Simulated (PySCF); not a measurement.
Members of one family of related compounds. Level of theory: TDDFT B3LYP/def2-SVPD, vertical, gas phase, core orbitals frozen in the response in PySCF 2.14.0, density-fitted response routines. Geometries: GFN2-xTB; one conformer of each isolated species. Triplets are in the Tamm–Dancoff approximation. 'Strongest' means the level of largest summed f among the lowest 8 singlets; it needn't be the same kind of state in each.

Question: Rank by computed HOMO energy, lowest first.
A. `Cn1cc(Cl)nn1`
B. `c1c(C=O)nnn1C`
C. `COc1cn(C)nn1`
D. `FC(F)(c1nnn(C)c1)F`
E. `Cc1cn(C)nn1`

Answer: D (-7.94 eV), B (-7.43 eV), A (-7.21 eV), E (-6.99 eV), C (-6.40 eV).

```
            SMILES  HOMO (eV)  first f ≥ 0.01 (nm)  S1 (eV)  strongest (eV)  α (au)    S1 mainly
Cn1cc(C(F)(F)F)nn1      -7.94                  187     5.59            7.83    69.4    H→L (99%)
     Cn1cc(C=O)nn1      -7.43                  224     3.81            5.55    72.1    H→L (96%)
      Cn1cc(Cl)nn1      -7.21                  207     5.62            5.98    69.6  H-1→L (99%)
       Cc1cn(C)nn1      -6.99                  198     5.55            6.27    68.0  H-1→L (98%)
      COc1cn(C)nn1      -6.40                  221     5.61            5.61    73.5    H→L (94%)
```

H and L stand for HOMO and LUMO.

- `Cn1cc(C(F)(F)F)nn1`: Löwdin shares by element: HOMO nitrogen 85%, carbon 10% or more; LUMO nitrogen 40% or more, carbon 35% or more (atoms not listed hold the other 25%).
- `Cn1cc(C=O)nn1`: Löwdin shares by element: HOMO oxygen 62%, carbon 22% or more, hydrogen 8% or more; LUMO carbon 54% or more, oxygen 24% (atoms not listed hold the other 22%).
- `Cn1cc(Cl)nn1`: Löwdin shares by element: HOMO carbon 39% or more, chlorine 28%, nitrogen 15% or more (atoms not listed hold the other 18%); LUMO nitrogen 57%, carbon 19% or more (atoms not listed hold the other 23%).
- `Cc1cn(C)nn1`: Löwdin shares by element: HOMO carbon 48% or more, nitrogen 30% or more (atoms not listed hold the other 22%); LUMO nitrogen 58%, carbon 18% or more (atoms not listed hold the other 24%).
- `COc1cn(C)nn1`: Löwdin shares by element: HOMO carbon 36% or more, oxygen 25%, nitrogen 15% or more (atoms not listed hold the other 24%); LUMO nitrogen 62%, carbon 16% or more (atoms not listed hold the other 21%).
